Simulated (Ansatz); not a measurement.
Reactions of C₂H₇NSi (`C[SiH2]C=N`).

Calculated with Ansatz (gas phase, PBE0-D4/def2-TZVP geometries, no zero-point term in ΔE). CCSD(T)/CBS adds triple-zeta CCSD(T) − MP2 to the extrapolated MP2 energy (def2 sets, frozen cores). This one scheme is used for every species, atoms too. No spin–orbit coupling; open shells (•) take unrestricted orbitals. Spin–orbit coupling would lower the free atoms: a little for C, Si. Bonds to As are less sure, by a few kJ/mol each and by 10 to 20 or more in all where they break to atoms, as the def2 sets lack core-valence functions. Scalar relativity is left out up to krypton. One conformer a species, not always the lowest.

| reaction | CCSD/CBS(def2) (kJ/mol) |
| --- | --- |
| `C[SiH2]C=N` → `CC[Si]N` | -57 |
| `C[SiH2]C=N` → `C=N` + `C[SiH]` | 219 |
| `C[SiH2]C=N` → 2 C• + 7 H• + N• + Si• | 3924 |
| `C[SiH2]C=N` + H₂O → `N=C[SiH2]O` + CH₄ | -104 |
| `C[SiH2]C=N` + `O[AsH2]` → `C[SiH2][AsH]O` + `C=N` | -38 |
| `C[SiH2]C=N` + H₂ → `N=C[SiH3]` + CH₄ | -27 |
| `C[SiH2]C=N` + `C=C` → `C=C[SiH2]C=N` + CH₄ | -6 |
| `C[SiH2]C=N` → `CN(C)[SiH]` | 33 |
| `C[SiH2]C=N` → `C=C[SiH2]N` | -78 |
| `C[SiH2]C=N` → `[CH2]` (triplet) + `N=C[SiH3]` | 468 |

Problem. Give the CCSD(T)/CBS values in the same order. (An estimate is asked.)

Solution. Computed: -56, 224, 3979, -103, -38, -23, -7, 33, -76, 480 kJ/mol.

Largest T1 diagnostic: 0.015, for `CN(C)[SiH]`.
